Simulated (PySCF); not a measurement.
Compound: C₆H₈O (charge +1 and doublet state).
Cartesian coordinates in Å at the GFN2-xTB level; atoms count from 1:
```
atom  x, y, z in Å
C1    -0.8689    1.6725   -0.5901
C2    -0.3380    0.4788   -0.1614
C3    -1.1689   -0.5500    0.3609
C4    -2.4930   -0.5059    0.5031
O5    -3.6192   -0.5102    0.6412
C6     1.1341    0.2716   -0.2514
C7     1.6767   -1.0533    0.2413
H8    -1.9248    1.8842   -0.5534
H9    -0.2310    2.4484   -0.9826
H10   -0.7058   -1.4766    0.6870
H11    1.4290    0.4220   -1.2986
H12    1.6222    1.0936    0.2890
H13    1.2672   -1.8897   -0.3248
H14    2.7563   -1.0716    0.1197
H15    1.4597   -1.2057    1.2983
```

The hyperfine couplings belong to this conformer and change with its torsions.

The species is `[CH2+][C](C=C=O)CC` [radical] (charge +1).

Computed with UKS B3LYP, pcH-1 on C H O, non-relativistic, mean-field spin-orbit, GIAO in PySCF 2.14.0. The structure is a single GFN2-xTB conformer in the gas phase; no vibrational or solvent corrections. A GFN2-xTB geometry isn't a minimum of the functional, and hyperfine couplings can be far from their values at a DFT geometry, by a factor of two or more for some ions and for spin on atoms past the first row. Stability of the SCF solution: not tested.

Principal values of hyperfine tensors in MHz (contact and dipolar terms together), for some of the nuclei:

```tsv
atom	isotope	A1	A2	A3	alike by the symmetry of this geometry
C1	13C	-1.89	-1.38	152.93	none
H9	1H	-66.37	-45.00	-15.09	none
H8	1H	-62.62	-44.04	-14.64	none
H11	1H	25.47	28.50	33.13	H12
H10	1H	-31.71	-23.17	-7.39	none
C3	13C	-4.62	-3.84	64.04	none
C4	13C	-25.55	-18.63	-2.76	none
O5	17O	-47.27	9.70	11.88	none
```

Problem. Give the isotropic coupling of each nucleus in MHz and in mT (g = 2.0026), and the anisotropic part.

Solution. a_iso = (A1 + A2 + A3)/3, Ti = Ai − a_iso; 1 mT corresponds to 28.029 MHz.

```csv
atom,a_iso (MHz),a_iso (mT),T1,T2,T3
C1,49.88,1.780,-51.78,-51.26,103.04
H9,-42.15,-1.504,-24.21,-2.85,27.07
H8,-40.43,-1.443,-22.19,-3.60,25.79
H11,29.03,1.036,-3.57,-0.53,4.10
H10,-20.76,-0.741,-10.96,-2.41,13.37
C3,18.53,0.661,-23.15,-22.37,45.51
C4,-15.65,-0.558,-9.90,-2.98,12.88
O5,-8.56,-0.305,-38.71,18.26,20.44
```

Problem. What spin density at the nucleus of H10 lies behind its contact coupling (g_N = 5.58569)?

Solution. a_FC = (2μ0/3) gₑ μB g_N μN ρ(0)/(2S·h) = 800.24 MHz × g_N × ρ(0)/(2S), with ρ in bohr⁻³. With a_FC = -20.76 MHz and 2S = 1, ρ(0) = -0.004644 bohr⁻³. In magnitude that is 1.5 % of the 1/π = 0.318 of a free hydrogen atom.

Problem. C2 (13C, g_N = 1.40482) isn't in the table. Its spin density at the nucleus is -0.0221 bohr⁻³. What is its contact coupling?

Solution. By the same relation, a_FC = -24.8 MHz. Its full tensor has the principal values -27.57, -23.50, -23.46 MHz.

Problem. Name the largest traceless tensor T of the table and describe it.

Solution. C1: -51.8, -51.3, 103.0 MHz, axial, in the ratio −1:−1:+2, the form that spin in one p orbital centred on that nucleus gives.

Problem. In a single crystal, with the field along each principal axis of the tensor of H9 in turn, what first-order splitting does this nucleus give (isotropic g, quadrupole terms neglected)?

Solution. 2 lines (I = 1/2), spaced by |A_i|/(g × 13.996): 2.37, 1.61, 0.54 mT along the axes of A1, A2 and A3.

The SMILES draws the unpaired electron on C2; the largest computed Mulliken spin population is on C1 (0.64 against -0.04).
